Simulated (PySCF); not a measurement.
# Correlation energy of Ag (silver, neutral)

[Kr] 4d10 5s1, 2S determinant. Calculation: PySCF 2.14, in aug-cc-pVDZ-PP with ECP28MDF (5s5p4d2f, 54 functions); scalar relativity through the core potential. Frozen: 4s2 4p6; 11 electrons correlated.

MP2 pair energies summed by pair of shells (mhartree):

```
 pair   energy  share (%)
4d-4d  -298.45       89.5
4d-5s   -35.04       10.5
```

Total MP2 correlation energy: -333.49 mhartree.

Same-spin part -122.37 and opposite-spin part -211.12 mhartree; SCS-MP2 scales them by 1/3 and 6/5 to -294.14 mhartree.
